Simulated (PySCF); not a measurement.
Gas-phase reaction: 2 MoO₂Cl₂ + 4 FO ⇌ MoOF₄ + MoO₃ + 4 ClO

Energies from PySCF (xtb for GFN2), thermal terms from the rigid-rotor harmonic-oscillator model, ideal gas at 1 bar. S°(298 K) at PBE0/def2-TZVP differs from the NASA 1993 table for MoO₃ (+7 J/mol/K); whether the harmonic model or the table's entry is off was not settled. † marks an energy on the PBE0/def2-TZVP geometry and frequencies; other levels use their own. Open shells (unrestricted): FO (multiplicity 2, electronic degeneracy 4), ClO (multiplicity 2, electronic degeneracy 4); the rest are closed-shell singlets. GFN2 has no spin-polarisation term. Spin-orbit splitting is ignored; it lowers the true energy and changes the entropy of FO, ClO. B3LYP is the form with VWN-RPA correlation. Mo: scalar-relativistic def2 core potential, no spin-orbit coupling. The harmonic model lacks anharmonicity and excited electronic states, which grow with temperature; levels with a mode under 35 cm⁻¹ are left out. Strong static correlation: MoO₃. Soft modes under 120 cm⁻¹ make the harmonic entropy rough for MoO₂Cl₂, MoOF₄.

```csv
level,"ΔE electronic, kJ","ΔH°(298 K), kJ","ΔS°(298 K), J/K","ΔG°(2000 K), kJ"
B3LYP/def2-TZVP†,-445,-446,-18,-409
BLYP/def2-TZVP†,-469,-470,-18,-433
GFN2-xTB,-671,-674,-28,-620
PBE/def2-SVP,-373,-373,-19,-333
PBE/def2-TZVP†,-453,-453,-18,-416
LDA/def2-TZVP†,-511,-512,-18,-475
ωB97M-V/def2-TZVP†,-418,-419,-18,-382
ωB97X-V/def2-TZVP†,-408,-409,-18,-371
```
ΔH° is lowest at GFN2-xTB and highest at PBE/def2-SVP. No reference value is set beside these.
